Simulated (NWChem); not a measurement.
System: CH4SSe; SMILES C[Se]S

```xyz
7

Se    -0.4682    -0.4644     0.0195
C      1.2652    -1.3501     0.0080
H      1.0584    -2.4291     0.0730
H      1.8562    -1.0369     0.8777
H      1.8050    -1.1363    -0.9234
S      0.1826     1.6408     0.0622
H      0.2725     1.8398    -1.2753
```
Atoms are numbered in this order, from 1.

Computed with NWChem. Pople sets run with spherical d functions. All runs use the structure optimised with PBE0/def2-SVP. Vzz is the largest principal value of the second derivative of the potential at the nucleus (NWChem prints the opposite sign); η is the asymmetry. Non-relativistic.

For level B3LYP/6-31G*:

| Item | Value |
|---|---|
| Vzz S6 (a.u.) | -2.728 |

Question: What are these values for level PBE/6-31G*?

Answer: The vzz S6 (a.u.) is -2.660.
